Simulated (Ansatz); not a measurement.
```yaml
atoms:
  - { symbol: S, position_ang: [0.0000, 0.0000, 0.0000] }
  - { symbol: H, position_ang: [0.0000, 0.0000, 1.9040] }
  - { symbol: H, position_ang: [0.0000, 1.7256, -0.8047] }
```

Basis set: pcseg-2 (spherical functions). Charge 0, multiplicity 3.

Computed with Ansatz (development build ahead of 0.2.0); each method stands on the lowest determinant of its kind that the runs found. Restricted functionals stand beside restricted open-shell atoms, which can lie above the unrestricted atoms usual in DFT and then raise those values.

Question: Give the atomization energy at this shape (free ground-state atoms in the same class of orbitals less the molecule, no zero-point energy) of triplet H2S by PBE0 (restricted open-shell), UHF.

Answer:

| method | atomization energy |
| --- | --- |
| PBE0 (restricted open-shell) | 2.08 eV |
| UHF | 0.30 eV |

Caution: other spin multiplicities may lie lower; the shape is not the minimum. Caution for PBE0 (restricted open-shell): stretched shape with no unrestricted run beside it, a lower state can exist. Caution for UHF: the unrestricted determinant is spin contaminated.
